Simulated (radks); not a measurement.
Neutral hydrogen, 1s1. Calculated with a radial shooting solver on a logarithmic mesh with Libxc functionals: non-relativistic Kohn-Sham, exchange-only B88, spin-polarised, spherical densities, point nucleus. Every spin shell is full or empty, so the densities are truly spherical. Functionals are evaluated on that one density, not self-consistently. Rank these exchange functionals by their error against the exact value of the orbitals, and give that value: LDA, B88, PBE, SOGGA, EV93, TPSS, SCAN, TASK.

Answer. Exact: -0.307263 hartree. From best to worst, with 100 (|E| - |E exact|)/|E exact| (equal figures are ties): TASK +0.24, SCAN +0.24, TPSS +0.24, B88 -0.44, PBE -1.62, EV93 +4.33, SOGGA -6.19, LDA -14.01.
